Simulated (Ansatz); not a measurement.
Job for Ansatz (an electronic-structure program): U-CCSD(T)/cc-pVQZ on O (SMILES [O]).

Ansatz 0.2 input:
```yaml
crystal:
  periodic: [false, false, false]
  atoms:
    - {symbol: O, position_ang: [0.00000000, 0.00000000, 0.00000000]}
basis:
  gaussian:
    orbitals: cc-pVQZ
magnetization: {spin_polarized: true, initial_magnetization: 2}
correlation: {method: ccsd_t, electrons: outside_noble_gas}
scf: {omitted_lower_state_checks: [cluster_reference]}
```

Program output:

```
WARN ansatz: RAYON_NUM_THREADS=1 ignored (pool sized by the plan → 1); use --threads N
Functional definition: HF
these checks for a lower state are left out or cut short: cluster_reference
integrals: 0.03 GiB planned
338 factors; integrals over basis functions are off by at most 9.7e-5 eV
mean field: 0.07 GiB planned
mean field evaluation 1: about -2035.5593 eV, gradient 9.0e0 eV
mean field evaluation 2: about -2035.5595 eV, gradient 9.0e0 eV
mean field evaluation 4: about -2035.8758 eV, gradient 9.0e-1 eV
mean field evaluation 8: about -2035.8823 eV, gradient 9.2e-5 eV
mean field evaluation 16: about -2035.8823 eV, gradient 1.6e-6 eV
mean field -2035.88230384 eV, -74.8172946955 hartree, gradient 1.1e-6 eV, S^2 2.008514; 3 other end points of the search recorded, 0 dependent functions left out
1 core orbitals not correlated
reference -2035.88230384 eV, -74.8172946955 hartree; 4, 2 occupied and 50, 52 virtual orbitals, 338 factors
second order -4.28830225 eV of doubles, -0.00000000 eV of singles
coupled cluster: 0.12 GiB planned
cycle   1  -4.59842248 eV  change   -3.1e-1 eV  update   2.7e-2
cycle   2  -4.69175145 eV  change   -9.3e-2 eV  update   9.6e-3
cycle   3  -4.69553761 eV  change   -3.8e-3 eV  update   3.0e-3
cycle   4  -4.69576154 eV  change   -2.2e-4 eV  update   1.1e-3
cycle   5  -4.69619318 eV  change   -4.3e-4 eV  update   3.2e-4
cycle   6  -4.69624307 eV  change   -5.0e-5 eV  update   7.4e-5
cycle   7  -4.69624058 eV  change    2.5e-6 eV  update   1.5e-5
cycle   8  -4.69623308 eV  change    7.5e-6 eV  update   3.5e-6
cycle   9  -4.69623447 eV  change   -1.4e-6 eV  update   9.4e-7
perturbative correction -0.10033979 eV, -0.0036874193 hartree
Total energy: -2040.67887810 eV, -74.9935655483 hartree
Checks for a lower state left out: cluster_reference
```

The calculation finished and met its thresholds.

Cost: roughly 2.1 core-seconds.
